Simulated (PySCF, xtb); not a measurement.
Ge(OH)(SiH3) (GeH4OSi), SMILES [OH][Ge][SiH3] (connectivity only; charge and spin as stated), neutral, multiplicity 1.

xtb 6.7.1 with GFN2-xTB at its own geometry gives an orbital gap of 2.04 eV and a dipole moment of 0.74 D.

Geometry optimised at B3LYP-D3(BJ)/def2-SVP. The values are those of a single conformer.

Task: What does HF/def2-TZVPD (PySCF) give? (Estimate from the structure and the level; the computed values follow.)

Result: gap 8.90 eV (levels -8.57 and 0.33 eV), dipole 1.05 D.
